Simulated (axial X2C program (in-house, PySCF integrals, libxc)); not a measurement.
# Which molecule has these constants?

All values come from calculations with an in-house all-electron X2C program for linear molecules (integrals from PySCF), spin-free (one-electron X2C) or two-component (2c: spin–orbit coupling with atomic mean-field Coulomb and Gaunt terms, which also bring small scalar terms), in Dyall basis sets with cores contracted in-house; open shells are unrestricted.

A two-component PBE0 calculation in a Dyall 3-zeta basis gave Re = 3.142 Å, ωe = 125.2 cm⁻¹, De = 1.28 eV, Ω = 0.

Problem. Which molecule is it?
A. SrF⁻
B. SrI⁻
C. SrCl⁻
D. SrBr⁻

Solution. B. The others have SrF⁻ 2.119 Å and 444.3 cm⁻¹ (Ω = 0); SrBr⁻ 2.857 Å and 166.8 cm⁻¹ (Ω = 0); SrCl⁻ 2.675 Å and 242.0 cm⁻¹ (Ω = 0).

Each entry is the lowest single determinant of a limited PBE0 search at one distance. De goes to single-determinant-based atoms at the same level (for ions the charge split of lowest energy) and is withheld (n/a) where an atom does not fit its ground term or J level. Main or longest-lived isotopes.
